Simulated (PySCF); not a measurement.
Geometries of 2 isomers of CH7AsGe, from PBE0-D3(BJ)/def2-SVP geometry optimisation, gas phase in PySCF 2.14.0. One conformer each, no zero-point energy, no frequencies.

Task: Which is lower in electronic energy at this level?
A.
```xyz
10
angstrom
C     -1.211    0.676   -0.171
Ge    -0.278   -1.041   -0.121
As     2.136   -0.799    0.022
H     -2.298    0.519   -0.231
H     -0.889    1.257   -1.047
H     -0.987    1.255    0.737
H     -0.738   -1.864    1.100
H     -0.591   -1.857   -1.393
H      2.143    0.262   -1.076
H      2.013    0.260    1.114
```
B.
```xyz
10
angstrom
C     -1.562    0.418   -0.163
As    -0.241   -1.012   -0.521
Ge     1.655    0.110    0.484
H     -1.501    0.816    0.858
H     -2.569    0.013   -0.334
H     -1.393    1.234   -0.881
H     -0.520   -1.802    0.756
H      2.814   -0.885    0.680
H      2.122    1.228   -0.468
H      1.291    0.744    1.843
```

Result: A. That is `[CH3][GeH2][AsH2]`, 5.3 kcal/mol below the other.

```
           SMILES  atoms numbered as above       E (Eh)  relative (kcal/mol)  relative (kJ/mol)  dipole (D)
[CH3][GeH2][AsH2]  [CH3:1][GeH2:2][AsH2:3]  -4354.05537                  0.0                0.0        1.32
     C[AsH][GeH3]   [CH3:1][AsH:2][GeH3:3]  -4354.04695                  5.3               22.1        0.97
```
